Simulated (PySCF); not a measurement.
## Radial density of Hg (mercury, neutral)

UHF, [Xe] 4f14 5d10 6s2, closed-shell 1S. All numbers are calculated (PySCF 2.14, a scalar-relativistic core potential, in def2-SVP with the def2 core potential (60 electrons)). This is the valence pseudo-density: the core potential removes the inner electrons and smooths the orbitals near the nucleus.

| r (bohr) | 4πr²ρ (e/bohr) |
| --- | --- |
| 0.0520 | 1.366e-05 |
| 0.0874 | 6.432e-05 |
| 0.147 | 0.0004608 |
| 0.247 | 0.01066 |
| 0.416 | 0.6483 |
| 0.700 | 11.21 |
| 1.18 | 15.72 |
| 1.98 | 4.422 |
| 3.33 | 0.7936 |
| 5.60 | 0.05715 |
| 9.42 | 0.0001996 |

Energies and moments cover only the electrons outside the core potential. Spin-orbit coupling, which splits the p, d and f shells strongly at this Z, is absent.
